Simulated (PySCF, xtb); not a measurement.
C3H6BN3, SMILES N1=CC=NB1NC. The values are those of a single conformer.

Harmonic wavenumbers (cm⁻¹) from GFN2-xTB run with xtb at its own minimum, in rising order: 103, 149, 176, 215, 404, 465, 556, 578, 689, 793, 807, 815, 906, 914, 969, 1067, 1106, 1118, 1184, 1209, 1294, 1400, 1468, 1469, 1552, 1627, 1651, 2956, 2975, 3044, 3052, 3053, 3433.

What does PBE-D3(BJ)/def2-SVP (PySCF 2.14.0) give at its own minimum? (An estimate is asked for; the answer gives what the named calculation found.)

109, 176, 198, 237, 432, 485, 595, 634, 719, 788, 829, 852, 863, 961, 1011, 1074, 1100, 1140, 1259, 1285, 1304, 1387, 1413, 1419, 1546, 1579, 1621, 2953, 3006, 3021, 3022, 3094, 3507. Paired by order, the mean absolute difference is 32 cm⁻¹ and the zero-point energies are 61.8 and 62.4 kcal/mol.
